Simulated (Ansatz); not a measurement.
Several settings on one geometry of (H3Sn)2S (Sn2H6S) (that of the charge 0 singlet, r2SCAN-D4/def2-SVP). Ansatz on 4 threads of Arm Neoverse V1 on a shared host; times are rough.

```xyz
9

Sn   -1.041   -1.312    0.791
H    -0.819   -0.642    2.353
H    -1.395   -2.981    0.872
H    -2.267   -0.452   -0.045
S     1.038   -1.160   -0.462
Sn    1.101    1.246   -0.818
H     2.668    1.571   -1.414
H    -0.106    1.689   -1.953
H     0.821    2.041    0.676
```

Totals from different functionals, basis sets or treatments of relativity can't be compared as stabilities.

In the def2 sets Sn takes a core potential; there is no spin–orbit coupling. Correlated methods freeze 13 core orbitals; core or outer-core shells of Sn are correlated, in sets that lack core-valence functions.

The spins typed aren't always the lowest for that charge.

Q: Give the basis size and estimate the energy, ⟨S²⟩ and time of these runs.

| run | method | charge | state | further keys |
| --- | --- | --- | --- | --- |
| 1 | RKS r2SCAN0-D4/def2-mTZVP | 0 | singlet | scf: {omitted_lower_state_checks: [starts]}; forces asked |
| 2 | ROKS ωB97X/def2-SVP | 1 | doublet | pseudopotentials: {relativity: none}; scf: {lower_state_search: off} |
| 3 | UKS B2GP-PLYP/def2-SVP | 0 | singlet | pseudopotentials: {relativity: none}; scf: {omitted_lower_state_checks: [starts]} |

A: 
```json
{"run": "1", "functions": "112", "energy (Eh)": "-830.4669", "⟨S²⟩": "–", "wall time": "4.1 s"}
{"run": "2", "functions": "100", "energy (Eh)": "-830.0086", "⟨S²⟩": "–", "wall time": "5.5 s"}
{"run": "3", "functions": "100", "energy (Eh)": "-829.3521", "⟨S²⟩": "0.00", "wall time": "2.6 s"}
```
